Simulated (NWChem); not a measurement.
System: AlH4O4 anion; SMILES [OH][Al-]([OH])([OH])[OH]

Input file for NWChem:

```
start job
memory heap 200 mb stack 900 mb global 1100 mb
charge -1
geometry units angstroms noautosym nocenter noautoz
  Al     0.000000     0.000000     0.000000
  O      1.122239    -1.038891    -0.934247
  H      1.970821    -0.627491    -1.117178
  O     -1.038891    -1.122239     0.934247
  H     -0.627491    -1.970821     1.117178
  O      1.038891     1.122239     0.934247
  H      0.627491     1.970821     1.117178
  O     -1.122239     1.038891    -0.934247
  H     -1.970821     0.627491    -1.117178
end
basis spherical
  * library 6-31g*
end
dft
  xc xpbe96 cpbe96
  iterations 150
end
task dft gradient
```

NWChem printed, in part:

```
             Northwest Computational Chemistry Package (NWChem) 7.3.0
             --------------------------------------------------------

                             Geometry "geometry" -> ""
                             -------------------------

 Output coordinates in angstroms (scale by  1.889725989 to convert to a.u.)

  No.       Tag          Charge          X              Y              Z
 ---- ---------------- ---------- -------------- -------------- --------------
    1 Al                  13.0000     0.00000000     0.00000000     0.00000000
    2 O                    8.0000     1.12223900    -1.03889100    -0.93424700
    3 H                    1.0000     1.97082100    -0.62749100    -1.11717800
    4 O                    8.0000    -1.03889100    -1.12223900     0.93424700
    5 H                    1.0000    -0.62749100    -1.97082100     1.11717800
    6 O                    8.0000     1.03889100     1.12223900     0.93424700
    7 H                    1.0000     0.62749100     1.97082100     1.11717800
    8 O                    8.0000    -1.12223900     1.03889100    -0.93424700
    9 H                    1.0000    -1.97082100     0.62749100    -1.11717800

 Effective nuclear repulsion energy (a.u.)     237.9042557296

  pbe96 is a nonlocal functional; adding pw91lda local functional.

                                 NWChem DFT Module
                                 -----------------

 Summary of "ao basis" -> "ao basis" (spherical)
 ------------------------------------------------------------------------------
       Tag                 Description            Shells   Functions and Types
 ---------------- ------------------------------  ------  ---------------------
 Al                          6-31g*                  8       18   4s3p1d
 O                           6-31g*                  6       14   3s2p1d
 H                           6-31g*                  2        2   2s

            General Information
            -------------------
          SCF calculation type: DFT
          Wavefunction type:  closed shell.
          No. of atoms     :     9
          No. of electrons :    50
           Alpha electrons :    25
            Beta electrons :    25
          Charge           :    -1
          Spin multiplicity:     1
          Use of symmetry is: off; symmetry adaption is: off
          Maximum number of iterations: 150
          AO basis - number of functions:    82
                     number of shells:    40
          Convergence on energy requested:  1.00D-06
          Convergence on density requested:  1.00D-05
          Convergence on gradient requested:  5.00D-04

              XC Information
              --------------
          PerdewBurkeErnzerhof Exchange Functional  1.000
            Perdew 1991 LDA Correlation Functional  1.000 local
           PerdewBurkeErnz. Correlation Functional  1.000 non-local

             Grid Information
             ----------------
          Grid used for XC integration:  medium
          Radial quadrature: Mura-Knowles
          Angular quadrature: Lebedev.
          Tag              B.-S. Rad. Rad. Pts. Rad. Cut. Ang. Pts.
          ---              ---------- --------- --------- ---------
          Al                  1.25       88           8.0       590
          O                   0.60       49          10.0       434
          H                   0.35       45          10.0       434
          Grid pruning is: on
          Number of quadrature shells:   464
          Spatial weights used:  Erf1

      Superposition of Atomic Density Guess
      -------------------------------------

 Sum of atomic energies:        -542.86898979

 Renormalizing density from      49.00 to     50

      Non-variational initial energy
      ------------------------------

 Total energy =    -550.393381
 1-e energy   =   -1248.815510
 2-e energy   =     460.517873
 HOMO         =      -0.177192
 LUMO         =       0.233688

   convergence    iter        energy       DeltaE   RMS-Dens  Diis-err
 ---------------- ----- ----------------- --------- --------- ---------
 d= 0,ls=0.0,diis     1   -545.3736297764 -7.83D+02  1.83D-02  7.69D-01
 d= 0,ls=0.0,diis     2   -545.3568894631  1.67D-02  8.57D-03  1.18D+00
 d= 0,ls=0.0,diis     3   -545.4627458011 -1.06D-01  2.09D-03  1.06D-01
 d= 0,ls=0.0,diis     4   -545.4724121067 -9.67D-03  3.57D-04  1.31D-03
 d= 0,ls=0.0,diis     5   -545.4725434991 -1.31D-04  8.18D-05  5.47D-05
  Resetting Diis
 d= 0,ls=0.0,diis     6   -545.4725505067 -7.01D-06  7.65D-06  4.61D-07
 d= 0,ls=0.0,diis     7   -545.4725505612 -5.45D-08  7.03D-07  1.41D-09

         Total DFT energy =     -545.472550561224
      One electron energy =    -1241.042978073311
           Coulomb energy =      512.167558091074
    Exchange-Corr. energy =      -54.501386308578
 Nuclear repulsion energy =      237.904255729590

 Numeric. integr. density =       49.999994293929

                       DFT Final Molecular Orbital Analysis
                       ------------------------------------

 Vector   23  Occ=2.000000D+00  E=-2.860174D-02
              MO Center= -4.0D-06,  2.3D-06,  8.1D-06, r^2= 3.7D+00
   Bfn.  Coefficient  Atom+Function         Bfn.  Coefficient  Atom+Function
  ----- ------------  ---------------      ----- ------------  ---------------
    23      0.258178  2 O  pz                39     -0.258183  4 O  pz
    55     -0.258182  6 O  pz                71      0.258180  8 O  pz
    27      0.214464  2 O  pz                43     -0.214468  4 O  pz
    59     -0.214467  6 O  pz                75      0.214465  8 O  pz
    22     -0.124912  2 O  py                37     -0.124911  4 O  px

 Vector   24  Occ=2.000000D+00  E=-1.249434D-02
              MO Center=  5.1D-06, -4.9D-06, -7.4D-01, r^2= 3.3D+00
   Bfn.  Coefficient  Atom+Function         Bfn.  Coefficient  Atom+Function
  ----- ------------  ---------------      ----- ------------  ---------------
    23      0.337688  2 O  pz                71     -0.337686  8 O  pz
    27      0.269637  2 O  pz                75     -0.269635  8 O  pz
    22     -0.206208  2 O  py                70     -0.206207  8 O  py
    21      0.167446  2 O  px                69      0.167446  8 O  px
    26     -0.152248  2 O  py                74     -0.152248  8 O  py

 Vector   25  Occ=2.000000D+00  E=-1.249431D-02
              MO Center=  1.6D-06,  1.1D-06,  7.4D-01, r^2= 3.3D+00
   Bfn.  Coefficient  Atom+Function         Bfn.  Coefficient  Atom+Function
  ----- ------------  ---------------      ----- ------------  ---------------
    39      0.337687  4 O  pz                55     -0.337687  6 O  pz
    43      0.269636  4 O  pz                59     -0.269636  6 O  pz
    37      0.206208  4 O  px                53      0.206208  6 O  px
    38      0.167446  4 O  py                54      0.167446  6 O  py
    41      0.152248  4 O  px                57      0.152248  6 O  px

 Vector   26  Occ=0.000000D+00  E= 1.889744D-01
              MO Center= -7.4D-07,  1.4D-07,  1.9D-07, r^2= 6.5D+00
   Bfn.  Coefficient  Atom+Function         Bfn.  Coefficient  Atom+Function
  ----- ------------  ---------------      ----- ------------  ---------------
    10      1.156960  1 Al s                 24     -0.437940  2 O  s
    40     -0.437940  4 O  s                 56     -0.437940  6 O  s
    72     -0.437940  8 O  s                 34      0.304729  3 H  s
    50      0.304729  5 H  s                 66      0.304729  7 H  s
    82      0.304730  9 H  s                  6     -0.224406  1 Al s

 Vector   27  Occ=0.000000D+00  E= 2.347370D-01
              MO Center= -3.8D-07, -7.0D-07, -2.3D-01, r^2= 7.6D+00
   Bfn.  Coefficient  Atom+Function         Bfn.  Coefficient  Atom+Function
  ----- ------------  ---------------      ----- ------------  ---------------
    11      0.774161  1 Al px                12     -0.570777  1 Al py
    24     -0.522127  2 O  s                 72      0.522128  8 O  s
    34      0.398684  3 H  s                 82     -0.398684  9 H  s
    25     -0.197558  2 O  px                73     -0.197558  8 O  px
    21     -0.151771  2 O  px                69     -0.151771  8 O  px

 Vector   28  Occ=0.000000D+00  E= 2.347370D-01
              MO Center=  1.2D-07,  5.6D-07,  2.3D-01, r^2= 7.6D+00
   Bfn.  Coefficient  Atom+Function         Bfn.  Coefficient  Atom+Function
  ----- ------------  ---------------      ----- ------------  ---------------
    12      0.774161  1 Al py                11      0.570776  1 Al px
    40      0.522127  4 O  s                 56     -0.522128  6 O  s
    50     -0.398684  5 H  s                 66      0.398684  7 H  s
    42     -0.197558  4 O  py                58     -0.197558  6 O  py
    38     -0.151771  4 O  py                54     -0.151771  6 O  py

     Multipole analysis of the density
     ---------------------------------

     L   x y z        total         alpha         beta         nuclear
     -   - - -        -----         -----         ----         -------
     0   0 0 0     -1.000000    -25.000000    -25.000000     49.000000

     1   1 0 0      0.000000      0.000000      0.000000     -0.000000
     1   0 1 0     -0.000000     -0.000000     -0.000000      0.000000
     1   0 0 1      0.000000      0.000000      0.000000      0.000000

     2   2 0 0    -30.136351    -97.158372    -97.158372    164.180392
     2   1 1 0      0.000001      0.000000      0.000000     -0.000000
     2   1 0 1     -0.000000     -0.000000     -0.000000      0.000000
     2   0 2 0    -30.136352    -97.158372    -97.158372    164.180392
     2   0 1 1      0.000001      0.000000      0.000000      0.000000
     2   0 0 2    -32.052749    -74.810566    -74.810566    117.568384

            General Information
            -------------------
          SCF calculation type: DFT
          Wavefunction type:  closed shell.
          No. of atoms     :     9
          No. of electrons :    50
           Alpha electrons :    25
            Beta electrons :    25
          Charge           :    -1
          Spin multiplicity:     1
          Use of symmetry is: off; symmetry adaption is: off
          Maximum number of iterations: 150
          AO basis - number of functions:    82
                     number of shells:    40
          Convergence on energy requested:  1.00D-06
          Convergence on density requested:  1.00D-05
          Convergence on gradient requested:  5.00D-04

              XC Information
              --------------
          PerdewBurkeErnzerhof Exchange Functional  1.000
            Perdew 1991 LDA Correlation Functional  1.000 local
           PerdewBurkeErnz. Correlation Functional  1.000 non-local

             Grid Information
             ----------------
          Grid used for XC integration:  medium
          Radial quadrature: Mura-Knowles
          Angular quadrature: Lebedev.
          Tag              B.-S. Rad. Rad. Pts. Rad. Cut. Ang. Pts.
          ---              ---------- --------- --------- ---------
          Al                  1.25       88           8.0       590
          O                   0.60       49          10.0       434
          H                   0.35       45          10.0       434
          Grid pruning is: on
          Number of quadrature shells:   464
          Spatial weights used:  Erf1

          Convergence Information
          -----------------------
          Convergence aids based upon iterative change in
          total energy or number of iterations.
          Levelshifting, if invoked, occurs when the
          HOMO/LUMO gap drops below (HL_TOL):  1.00D-02
          DIIS, if invoked, will attempt to extrapolate
          using up to (NFOCK): 10 stored Fock matrices.

                    Damping( 0%)  Levelshifting(0.5)       DIIS
                  --------------- ------------------- ---------------
          dE  on:    start            ASAP                start
          dE off:    2 iters        150 iters           150 iters

                            NWChem DFT Gradient Module
                            --------------------------

  charge          =  -1.00
  wavefunction    = closed shell

                         DFT ENERGY GRADIENTS

    atom               coordinates                        gradient
                 x          y          z           x          y          z
   1 Al      0.000000   0.000000   0.000000   -0.000000   0.000000   0.000000
   2 O       2.120724  -1.963219  -1.765471    0.011411   0.010553  -0.000163
   3 H       3.724312  -1.185786  -2.111160   -0.009021  -0.009152   0.000119
   4 O      -1.963219  -2.120724   1.765471    0.010553  -0.011411   0.000163
   5 H      -1.185786  -3.724312   2.111160   -0.009152   0.009021  -0.000119
   6 O       1.963219   2.120724   1.765471   -0.010553   0.011411   0.000163
   7 H       1.185786   3.724312   2.111160    0.009152  -0.009021  -0.000119
   8 O      -2.120724   1.963219  -1.765471   -0.011410  -0.010553  -0.000163
   9 H      -3.724312   1.185786  -2.111160    0.009021   0.009152   0.000119
```

Level: PBE/6-31G* (spherical d). Sets without diffuse functions describe the anion's extra electron poorly. Geometry: optimised at B3LYP/def2-SVPD. Not confirmed as a minimum by frequencies.
